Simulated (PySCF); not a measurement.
## Gas-phase thermal properties of HBr

Energies from PySCF (xtb for GFN2), thermal terms from the rigid-rotor harmonic-oscillator model, ideal gas at 1 bar. The comparison is the NASA 1993 polynomial table, which mixes measured and estimated data. 6-31G* has spherical d functions here. All species are closed-shell singlets. B3LYP is the form with VWN-RPA correlation. Br: all electrons, no relativistic terms. The harmonic model lacks anharmonicity and excited electronic states, which grow with temperature; levels with a mode under 35 cm⁻¹ are left out.

```
level           point group  σ  ZPE (kJ/mol)  S°298 (J/mol/K)  Cp298 (J/mol/K)  S°1000 (J/mol/K)  H1000 − H298 (kJ/mol)
--------------  -----------  -  ------------  ---------------  ---------------  ----------------  ---------------------
table                     -  -             -            198.7             29.1             235.0                   21.3
B3LYP/6-31G*            C∞v  1          15.6            198.8             29.1             234.9                   21.2
GFN2-xTB                C∞v  1          14.0            198.4             29.1             234.9                   21.4
HF/6-31G*               C∞v  1          16.9            198.5             29.1             234.4                   21.0
PBE/def2-SVP            C∞v  1          15.5            198.8             29.1             235.0                   21.2
PBE0/def2-TZVP          C∞v  1          16.0            198.6             29.1             234.7                   21.1
```
σ: rotational symmetry number. Electronic degeneracy used: 1. Frequencies are unscaled.
